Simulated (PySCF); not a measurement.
GeHFBr₂, SMILES [Br][GeH]([Br])[F].

Coordinates come from a B3LYP-D3(BJ)/def2-SVP optimisation. The structure was generated by enumeration, and PubChem lists no compound with its InChIKey, so it may never have been made.

All values below come from TDA-PBE/def2-SVPD in PySCF 2.14.0.

Vertical excitations.  State labels are in the subgroup Cs.

```json
[
 {"state": "S1", "symmetry": "A\"", "energy (eV)": "4.93", "λ (nm)": "252", "f": "0.015", "main pairs": "HOMO→LUMO 84 %, HOMO−1→LUMO 15 %"},
 {"state": "S2", "symmetry": "A\"", "energy (eV)": "5.07", "λ (nm)": "244", "f": "0.016", "main pairs": "HOMO−1→LUMO 84 %, HOMO→LUMO 14 %"},
 {"state": "S3", "symmetry": "A'", "energy (eV)": "5.19", "λ (nm)": "239", "f": "0.014", "main pairs": "HOMO−2→LUMO 98 %"},
 {"state": "S4", "symmetry": "A'", "energy (eV)": "5.37", "λ (nm)": "231", "f": "0.007", "main pairs": "HOMO−3→LUMO 97 %"},
 {"state": "S5", "symmetry": "A\"", "energy (eV)": "6.38", "λ (nm)": "194", "f": "0.000", "main pairs": "HOMO→LUMO+1 89 %"},
 {"state": "S6", "symmetry": "A'", "energy (eV)": "6.54", "λ (nm)": "189", "f": "0.008", "main pairs": "HOMO→LUMO+2 87 %"},
 {"state": "S7", "symmetry": "A\"", "energy (eV)": "6.55", "λ (nm)": "189", "f": "0.001", "main pairs": "HOMO−1→LUMO+1 70 %, HOMO−5→LUMO 29 %"},
 {"state": "S8", "symmetry": "A'", "energy (eV)": "6.64", "λ (nm)": "187", "f": "0.002", "main pairs": "HOMO−2→LUMO+1 73 %, HOMO−4→LUMO 17 %"},
 {"state": "S9", "symmetry": "A\"", "energy (eV)": "6.71", "λ (nm)": "185", "f": "0.011", "main pairs": "HOMO−2→LUMO+2 68 %, HOMO−5→LUMO 18 %"},
 {"state": "S10", "symmetry": "A'", "energy (eV)": "6.72", "λ (nm)": "184", "f": "0.012", "main pairs": "HOMO−1→LUMO+2 92 %"},
 {"state": "T1", "symmetry": "A\"", "energy (eV)": "4.49", "λ (nm)": "276", "f": "0", "main pairs": "HOMO→LUMO 99 %"},
 {"state": "T2", "symmetry": "A\"", "energy (eV)": "4.69", "λ (nm)": "264", "f": "0", "main pairs": "HOMO−1→LUMO 99 %"},
 {"state": "T3", "symmetry": "A'", "energy (eV)": "4.73", "λ (nm)": "262", "f": "0", "main pairs": "HOMO−2→LUMO 99 %"},
 {"state": "T4", "symmetry": "A'", "energy (eV)": "5.00", "λ (nm)": "248", "f": "0", "main pairs": "HOMO−3→LUMO 99 %"}
]
```
Triplets are in the Tamm–Dancoff approximation.
